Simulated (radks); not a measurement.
Results of a calculation; reference values are marked as such.
Effect of the nuclear size on the ruthenium ion Ru3+, [Kr] 4d5. Level of theory: Dirac Kohn-Sham, BLYP, spin-unpolarised, spherical densities, finite nucleus; open shells are shared between the two j in proportion to 2j + 1; Fermi nuclear charge, rms radius 4.4809 fm (a radial shooting solver on a logarithmic mesh with Libxc functionals). The rms radius is varied about that value; shifts are against it.

rms radius (fm)	total energy shift (eV)	density at nucleus (e/bohr^3)	1s1/2 shift (meV)	2s1/2 shift (meV)	4s1/2 shift (meV)	4p1/2 shift (meV)	5s1/2 (empty) shift (meV)
3.9611	-0.425	1.117e+05	-179	-19.6	-0.636	0.038	-0.102
4.1359	-0.288	1.112e+05	-121	-13.2	-0.430	0.026	-0.069
4.4809	0	1.101e+05	0.000	0.000	0.000	0.000	0.000
4.8125	0.295	1.092e+05	125	13.6	0.441	-0.026	0.071
5.1934	0.658	1.082e+05	277	30.2	0.982	-0.059	0.157

Slopes of the eigenvalues against <r^2> in GHz/fm^2, as finite differences over the two radii next to the reference (eigenvalue slopes, not the field-shift constants of lines): 1s1/2 9820, 2s1/2 1070, 4s1/2 34.8, 4p1/2 -2.08, 5s1/2 (empty) 5.56.
